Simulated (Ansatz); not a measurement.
Saddle point of SiH$_{2}$Cl$_{3}$F, closed shell (SiHCl₃ ([Cl][SiH]([Cl])[Cl]) + HF → SiHCl₂F ([F][SiH]([Cl])[Cl]) + HCl; bonds formed: Si1–F7, Cl2–H6; bonds broken: Si1–Cl2, H6–F7), PBE0-D4/def2-TZVP structure:

Si1  (-0.352, 0.160, -0.345)
Cl2  (1.754, -0.810, 0.290)
Cl3  (-0.054, -0.545, -2.256)
Cl4  (0.192, 2.108, -0.211)
H5  (-1.815, 0.034, -0.298)
H6  (0.682, -0.647, 1.378)
F7  (-0.406, -0.302, 1.443)
(Å)

Energies are electronic, without zero-point energy. Barriers and step energies count from the start structure reached by relaxing down the imaginary mode; all methods use the PBE0-D4 structures, on which another method's saddle can fall below an end. Computed with Ansatz 0.2.0 (basis: def2-TZVPP, with def2-QZVPP for the basis limit); correlated methods freeze the cores. B3LYP uses VWN-RPA correlation. Extrapolation: Hartree–Fock as exp(−7.88 √X), correlation as X^−2.97.

```tsv
method	barrier (eV)	step energy (eV)
SPW92	0.727	-0.375
PBE-D4	?	-0.372
BLYP-D4	1.226	-0.480
r2SCAN-D4	1.186	-0.477
B97M-V	1.367	-0.529
PBE0-D4	1.287	-0.392
B3LYP-D4	1.360	-0.496
r2SCAN0-D4	1.329	-0.467
BHLYP-D4	1.565	-0.532
CAM-B3LYP-D4	?	-0.558
wB97X-V	1.370	-0.487
wB97M-V	1.309	-0.469
B2PLYP	1.410	-0.521
PBE-QIDH	?	-0.429
RPA on PBE	1.415	-0.551
HF	2.093	-0.660
MP2	1.408	-0.445
CCSD	1.581	-0.542
CCSD(T)	1.464	-0.510
```

Fill in the withheld barriers. (Judge from chemistry; the value comes from the calculation.)

By the calculation: CAM-B3LYP-D4 1.351; PBE-D4 1.093; PBE-QIDH 1.407 eV. Each is the energy of the saddle less that of the start structure, by the same method.

For comparison, the barrier by CCSD(T) at an estimated basis limit (MP2 extrapolated from triple and quadruple zeta, plus CCSD(T) − MP2 in triple zeta) is 1.445 eV.

T1 diagnostic: at most 0.011.

Labels in which every atom is bracketed show which atoms are joined, not bond orders.

For scale, one of the runs: CCSD(T)/def2-TZVPP, 227 basis functions, launched by `ansatz run in.yaml --threads 4 --pin off --events-out ev --progress --plain --max-ram 9574MiB`. The run took 75 s on 4 CPU threads of an Intel Xeon Platinum 8259CL (shared host), with 3.5 GiB of host memory at its peak.
